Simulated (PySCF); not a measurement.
A structure optimised at PBE-D3(BJ)/def2-SVPD, used in a PySCF frequency run:

```
C
I 1 2.3110
I 1 2.3110 2 105.94
I 1 2.3110 2 105.94 3 -112.26
```
Charge -1, spin multiplicity 1.

Q: Write its SMILES, formula and point group.

A: I[C-](I)I, CI₃, C3v

Q: What are its rotational constants (standard atomic weights)?

A: 0.57873, 0.57873, 0.29249 GHz
